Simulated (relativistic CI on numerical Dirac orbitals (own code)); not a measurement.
**Co⁴⁺: resonant inelastic scattering at the M2,3 edge**

Computed with this model: Dirac-Coulomb-Breit CI, orbitals from a KLI potential per configuration, model QED (radiative potential, 1s self-energy scaled to tabulated hydrogen-like ionisation energies), valence Slater integrals scaled by 0.8, Kramers-Heisenberg scattering through one core-hole configuration in a parametric crystal field; configurations [Ar] 3d5 → [Ne] 3s2 3p5 3d6; 300 K; core-hole width 1.2 eV; summed over polarisations. Incident energies are the highest absorption maxima for each field (at most a few, so the weaker spin-orbit partner edge can be absent), on the computed scale of the free ion. Intensities are in per cent of the strongest line above 0.02 eV; levels within 1 cm⁻¹ are merged; final levels count from the ground level, the first row holds all elastic scattering, lines under 0.4 are left out and each table stops after 24 rows. The scale of the Slater integrals is a model choice and moves the terms in proportion.

Field parameters in Wybourne normalisation: D4h B²₀ = −7Ds, B⁴₀ = 21(Dq − Dt), B⁴₄ = 21√(5/14) Dq; Oh B⁴₀ = 21Dq, B⁴₄ = √(5/14) B⁴₀; Td as Oh with Dq negative (B⁴₀ = 21Dq, B⁴₄ = √(5/14) B⁴₀). The field is a parameter set, without covalency.

S is read from ⟨S²⟩ = S(S + 1).

Td, 10Dq = -9800 cm⁻¹:

| Final level (eV) | Degeneracy | Irrep | S | 66.3 eV |
| --- | --- | --- | --- | --- |
| 0.000 | 6 | Γ7+Γ8 | 2.50 | 319664.5 |
| 3.272 | 2 | Γ6 | 1.50 | 17.0 |
| 3.275 | 4 | Γ8 | 1.50 | 41.8 |
| 3.282 | 2 | Γ7 | 1.49 | 62.4 |
| 3.287 | 4 | Γ8 | 1.50 | 100.0 |
| 3.862 | 2 | Γ6 | 1.50 | 19.3 |
| 3.863 | 4 | Γ8 | 1.50 | 34.5 |
| 3.885 | 4 | Γ8 | 1.49 | 4.9 |
| 3.906 | 2 | Γ7 | 1.50 | 2.8 |
| 4.136 | 4 | Γ8 | 1.50 | 44.7 |
| 4.138 | 2 | Γ7 | 1.50 | 12.9 |
| 4.140 | 2 | Γ6 | 1.50 | 14.8 |
| 4.142 | 4 | Γ8 | 1.50 | 46.2 |
| 4.384 | 4 | Γ8 | 0.53 | 11.1 |
| 4.502 | 2 | Γ7 | 0.52 | 5.3 |
| 4.801 | 2 | Γ7 | 1.48 | 35.7 |
| 4.847 | 4 | Γ8 | 1.50 | 56.8 |
| 4.901 | 4 | Γ8 | 1.50 | 26.1 |
| 4.912 | 2 | Γ6 | 1.50 | 15.9 |
| 5.141 | 2 | Γ7 | 1.48 | 27.2 |
| 5.142 | 2 | Γ6 | 1.09 | 15.7 |
| 5.149 | 4 | Γ8 | 1.44 | 51.3 |
| 5.180 | 2 | Γ7 | 0.54 | 1.6 |
| 5.184 | 2 | Γ6 | 1.07 | 16.7 |

D4h, 10Dq = 9200, Ds = -1440, Dt = -210 cm⁻¹:

```csv
Final level (eV),Degeneracy,Irrep,S,66.2 eV
0.000,6,,2.50,574478.3
3.033,2,Γ7,1.50,97.0
3.044,2,Γ7,1.49,87.6
3.065,2,Γ6,1.50,61.7
3.090,2,Γ6,1.50,39.8
3.342,2,Γ7,1.49,29.3
3.350,2,Γ6,1.50,26.0
3.396,2,Γ6,1.50,28.9
3.402,2,Γ7,1.50,26.3
3.979,2,Γ7,1.48,12.5
3.987,2,Γ7,1.49,7.5
3.988,2,Γ6,1.50,7.7
3.988,2,Γ6,1.49,7.0
4.021,2,Γ7,1.50,35.2
4.024,2,Γ6,1.50,35.6
4.129,2,Γ7,1.19,17.0
4.138,2,Γ6,1.50,64.5
4.139,2,Γ7,1.39,38.4
4.141,2,Γ6,1.50,18.2
4.145,2,Γ7,1.12,26.7
4.237,2,Γ6,0.53,2.6
4.425,2,Γ7,0.54,3.3
4.702,2,Γ7,1.49,24.5
4.717,2,Γ6,1.50,23.2
```

Oh, 10Dq = 15100 cm⁻¹:

```csv
Final level (eV),Degeneracy,Irrep,S,66.3 eV
0.000,6,Γ7+Γ8,2.50,263557.4
2.626,2,Γ7,1.45,46.0
2.648,4,Γ8,1.49,71.1
2.672,4,Γ8,1.50,36.2
2.688,2,Γ6,1.50,14.5
3.152,2,Γ7,0.62,2.0
3.259,4,Γ8,0.63,4.5
3.479,2,Γ7,1.48,12.1
3.490,2,Γ6,1.50,6.7
3.491,4,Γ8,1.50,24.3
3.497,4,Γ8,1.45,30.8
4.127,4,Γ8,1.47,44.9
4.134,2,Γ7,1.49,20.1
4.139,2,Γ6,1.49,30.2
4.142,4,Γ8,1.50,54.3
4.546,2,Γ7,0.63,5.5
4.598,4,Γ8,0.55,2.9
4.653,2,Γ6,0.68,2.3
4.697,4,Γ8,1.49,15.6
4.710,2,Γ6,1.41,3.2
4.763,4,Γ8,1.50,25.3
4.820,2,Γ7,1.43,18.5
4.854,2,Γ7,0.55,5.4
4.859,4,Γ8,0.53,5.7
```

For the first field the strongest loss at the lowest incident energy is the level at 3.29 eV (S = 1.50, against 2.50 in the thermal ground state). Levels of other spin, the first over 8 % at 3.27 eV, appear because spin-orbit coupling of the core hole, and in heavier ions of the valence shell too, mixes spins.
